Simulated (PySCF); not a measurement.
## input.py for N²⁺

The script input.py:

```python
from pyscf import gto, scf, solvent

mol = gto.M(
    atom='N 0 0 0',
    basis='6-311g**',
    charge=2,
    spin=1,
    verbose=4,
)
mf = scf.ROHF(mol)
mf = solvent.PCM(mf)
mf.with_solvent.eps = 4.71
mf.kernel()
mf.analyze()
print('orbital energies (hartree):', mf.mo_energy[..., max(0, mol.nelec[1]-3):mol.nelec[0]+3].round(4))
```

```bash
$ python input.py
```

It prints (some set-up lines and the per-cycle HOMO/LUMO lines with their warnings removed):

```
PySCF version 2.14.0

[INPUT] Symbol           X                Y                Z      unit          X                Y                Z       unit  Magmom
[INPUT]  1 N      0.000000000000   0.000000000000   0.000000000000 AA    0.000000000000   0.000000000000   0.000000000000 Bohr   0.0

nuclear repulsion = 0
number of shells = 8
number of NR pGTOs = 31
number of NR cGTOs = 18
basis = 6-311g**
ecp = {}

******** <class 'pyscf.solvent._attach_solvent.PCMROHF'> ********
method = PCMROHF
initial guess = minao
damping factor = 0
level_shift factor = 0
DIIS = <class 'pyscf.scf.diis.CDIIS'>
SCF conv_tol = 1e-09
SCF max_cycles = 50
num. doubly occ = 2  num. singly occ = 1
******** <class 'pyscf.solvent.pcm.PCM'> (In testing) ********

WARN: PCM is an experimental feature. It is still in testing.
Features and APIs may be changed in the future.

lebedev_order = 29 (302 grids per sphere)
eps = 4.71
frozen = False
PCM E_diel = -4.27871086989403e-06
Solvent Energy = -4.27871086989403e-06
init E= -53.7877491213416

PCM E_diel = -0.450680638891696
Solvent Energy = -0.450680638891696
cycle= 1 E= -53.0276946812146  delta_E= 0.76  |g|= 0.741  |ddm|= 0.641
PCM E_diel = -0.448789453004386
Solvent Energy = -0.448789453004386
cycle= 2 E= -53.2567735215682  delta_E= -0.229  |g|= 0.067  |ddm|= 0.695
PCM E_diel = -0.448730523672891
Solvent Energy = -0.448730523672891
cycle= 3 E= -53.257395457468  delta_E= -0.000622  |g|= 0.00416  |ddm|= 0.033
PCM E_diel = -0.448732238955582
Solvent Energy = -0.448732238955582
cycle= 4 E= -53.2573976484565  delta_E= -2.19e-06  |g|= 0.000352  |ddm|= 0.00215
PCM E_diel = -0.448731885683413
Solvent Energy = -0.448731885683413
cycle= 5 E= -53.257397705454  delta_E= -5.7e-08  |g|= 6.36e-05  |ddm|= 0.000311
PCM E_diel = -0.448731893987392
Solvent Energy = -0.448731893987392
cycle= 6 E= -53.2573977066726  delta_E= -1.22e-09  |g|= 1.42e-06  |ddm|= 7.18e-05
PCM E_diel = -0.448731891482078
Solvent Energy = -0.448731891482078
cycle= 7 E= -53.2573977066739  delta_E= -1.34e-12  |g|= 5.57e-08  |ddm|= 1.81e-06
PCM E_diel = -0.448731891542176
Solvent Energy = -0.448731891542176
Extra cycle  E= -53.2573977066739  delta_E= 7.11e-15  |g|= 1.09e-08  |ddm|= 5.27e-08
converged SCF energy = -53.2573977066739
**** SCF Summaries ****
Total Energy =                         -53.257397706673927
Nuclear Repulsion Energy =               0.000000000000000
One-electron Energy =                  -65.485210963442825
Two-electron Energy =                   12.676545148311073
Two-electron Coulomb Energy =           18.379809225123012
DFT Exchange-Correlation Energy =       -5.703264076811939
**** MO energy ****
                Roothaan           | alpha              | beta
MO #1   energy= -16.6696803333744  | -16.6919464045858  | -16.647414262163   occ= 2
MO #2   energy= -1.62252777078543  | -1.70333440458949  | -1.54172113698117  occ= 2
MO #3   energy= -0.869168696239257 | -1.30691011892381  | -0.431427283211741 occ= 1
MO #4   energy= -0.568835390653994 | -0.589635716534212 | -0.548035064773834 occ= 0
MO #5   energy= -0.568835388760021 | -0.589635714728792 | -0.548035062791199 occ= 0
MO #6   energy= 0.36782652894159   | 0.334334931128862  | 0.401318136926398  occ= 0
MO #7   energy= 0.37921673211257   | 0.364258695851526  | 0.394174768373637  occ= 0
MO #8   energy= 0.388768805690391  | 0.383066561686857  | 0.394471049693878  occ= 0
MO #9   energy= 0.388768824247079  | 0.383066580311081  | 0.394471068183107  occ= 0
MO #10  energy= 1.58719536853862   | 1.57930680586777   | 1.59508393120946   occ= 0
MO #11  energy= 1.5871953801468    | 1.57930681747599   | 1.59508394281768   occ= 0
MO #12  energy= 1.59978615770482   | 1.54495631028063   | 1.65461600512893   occ= 0
MO #13  energy= 1.59978616001491   | 1.5449563125909    | 1.65461600743887   occ= 0
MO #14  energy= 1.60400115551245   | 1.53385382615114   | 1.67414848487377   occ= 0
MO #15  energy= 3.28536007173439   | 3.27513795712862   | 3.2955821863401    occ= 0
MO #16  energy= 3.28536007630014   | 3.27513796171865   | 3.29558219088172   occ= 0
MO #17  energy= 3.2903687741299    | 3.21465620612175   | 3.36608134162285   occ= 0
MO #18  energy= 35.4214076193709   | 35.4086110395057   | 35.4342041992361   occ= 0
 ** Mulliken pop on meta-lowdin orthogonal AOs  **
 ** Mulliken pop  **
pop of  0 N 1s            1.99999
pop of  0 N 2s            1.96359
pop of  0 N 3s            0.03414
pop of  0 N 4s            0.00227
pop of  0 N 2px           0.00726
pop of  0 N 2py           0.95542
pop of  0 N 2pz           0.00103
pop of  0 N 3px           0.00027
pop of  0 N 3py           0.03584
pop of  0 N 3pz           0.00004
pop of  0 N 4px           0.00000
pop of  0 N 4py           0.00014
pop of  0 N 4pz           0.00000
pop of  0 N 3dxy          0.00000
pop of  0 N 3dyz          0.00000
pop of  0 N 3dz^2         0.00000
pop of  0 N 3dxz          0.00000
pop of  0 N 3dx2-y2       0.00001
 ** Mulliken atomic charges  **
charge of    0N =      2.00000

WARN: System has nonzero charge 2; the dipole moment is origin-dependent.
Location of origin: [0. 0. 0.]

Dipole moment(X, Y, Z, Debye):  0.00000, -0.00000,  0.00000
orbital energies (hartree): [-16.6697  -1.6225  -0.8692  -0.5688  -0.5688   0.3678]
```

In short: E(SCF) = -53.257398 Eh, 7 cycles.

Wall time 1.3 s on one thread of a shared host.

No search for the lowest solution was made.
